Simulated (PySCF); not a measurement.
phosphorus nitride cation (NP), SMILES P#N (connectivity only; charge and spin as stated), charge +1, multiplicity 2. Atoms are numbered in the order given.

```xyz
2

N      0.0000     0.0000    -1.0072
P      0.0000     0.0000     0.4700
```
Charge +1, spin multiplicity 2.

Coordinates come from a r2SCAN-D4/def2-TZVPD optimisation. The spin state was assumed, not searched.

The numbers are results of B3LYP/pcH-1 (PySCF), not measurements.

Unrestricted Kohn–Sham, ⟨S²⟩ = 0.779. Hyperfine tensors hold the contact and dipolar terms, without spin-orbit corrections.

Computed hyperfine couplings:
| nucleus | A(iso) (MHz) | A(iso) (G) | dipolar principal values (MHz) |
|---|---|---|---|
| 14N no. 1 | 173.6 | 62.0 | -31.3, -31.3, 62.6 |
| 31P no. 2 | -302.8 | -108.0 | -219.6, -219.6, 439.2 |
